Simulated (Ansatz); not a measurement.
A nudged elastic band was laid between two geometries of BFH$_{5}$NSi (9 atoms, charge 0, multiplicity 1).

Method: RKS PBE-D4/6-31G* (Ansatz 0.2.0).

```json
{
 "movable images": "7",
 "climbing image": "yes",
 "spring": "5.0 eV/Å²",
 "optimiser": "quadratic models (default)",
 "start path": "through a guess of the saddle point",
 "force threshold": "0.03 eV/Å",
 "iteration limit": "60",
 "end points": "relaxed"
}
```

Initial state:

```xyz
9
Properties=species:S:1:pos:R:3
F 0.618 -0.325 -1.988
B 1.024 0.566 -1.057
N 0.407 0.527 0.215
Si -0.869 -0.608 0.690
H 1.891 1.355 -1.341
H 0.724 1.205 0.908
H -2.089 -0.455 -0.164
H -0.403 -2.029 0.607
H -1.215 -0.282 2.112
```

Final state:

```xyz
9
Properties=species:S:1:pos:R:3
F -0.074 0.186 -2.199
B 0.577 0.111 -1.000
N -0.198 0.761 0.206
Si -0.129 -1.182 0.487
H 1.776 0.260 -0.939
H 0.309 1.383 0.841
H -1.131 1.132 -0.002
H 0.549 -1.255 1.833
H -1.592 -1.443 0.755
```

Problem. What changes between the two ends?

Solution. Bonds broken: Si4–H7. Bonds formed: B2–Si4, N3–H7.

Problem. Give the energies along the band, and the barrier.

Solution. The run converged. The highest image is number 2 of 0 to 8, 284.6 kJ/mol above the first end and 138.6 kJ/mol above the last; the last end lies 145.9 kJ/mol above the first. The profile has 2 maxima (images 2, 6) with wells between them (image 4): this band takes more than one step, which may be the mechanism or a detour left from its start path. Neighbouring images differ by up to 2.6 eV, so the band resolves the path poorly. A vibrational analysis at the climbing image gives one clearly imaginary mode, 1263i cm⁻¹: a first-order saddle point. The orbitals stay closed-shell, which can raise the energy where a bond breaks towards radicals; this wasn't checked here.

| image | path coordinate (Å) | energy (kJ/mol) | Si4–H7 (Å) | B2–Si4 (Å) | N3–H7 (Å) |
| --- | --- | --- | --- | --- | --- |
| 0 | 0.00 | 0.0 | 1.50 | 2.83 | 2.71 |
| 1 | 0.99 | 37.0 | 1.48 | 2.82 | 2.34 |
| 2 | 1.97 | 284.6 | 1.65 | 3.13 | 1.34 |
| 3 | 3.03 | 205.5 | 2.39 | 3.20 | 1.02 |
| 4 | 4.08 | 167.1 | 2.58 | 2.82 | 1.02 |
| 5 | 5.13 | 175.3 | 2.64 | 2.74 | 1.02 |
| 6 | 6.18 | 188.3 | 2.66 | 2.89 | 1.02 |
| 7 | 7.23 | 169.0 | 2.57 | 2.31 | 1.03 |
| 8 | 8.28 | 145.9 | 2.57 | 2.09 | 1.03 |

Problem. What is the geometry of the highest image?

Solution. 
```xyz
9
Properties=species:S:1:pos:R:3
F 0.834 -0.602 -1.842
B 0.937 0.470 -1.043
N 0.070 0.561 0.092
Si -1.177 -0.875 0.836
H 1.739 1.332 -1.307
H 0.157 1.390 0.687
H -1.232 0.424 -0.174
H -0.382 -2.093 0.437
H -0.858 -0.653 2.298
```

Run time: 4.9 min on 1 CPU thread of a shared host.
